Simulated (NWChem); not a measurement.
Molecule: AlBr₂, doublet; SMILES [Br][Al][Br]

Computed with NWChem. Pople sets run with spherical d functions. Spin-unrestricted. Geometry: optimised at PBE0/def2-SVP, spin-unrestricted. This spin state was assumed; another may lie lower. No stability test was run on the SCF state.

What does the run give for LC-wPBE (HJS exchange hole, range parameter 0.4 per bohr)/6-31G*? Quantities: highest occupied level (eV); lowest empty minus highest occupied level, either spin (eV); dipole (D); <S²>.

The highest occupied level (eV) is -9.15, the lowest empty minus highest occupied level, either spin (eV) is 7.76 and the dipole (D) is 1.70. The <S²> is 0.753.
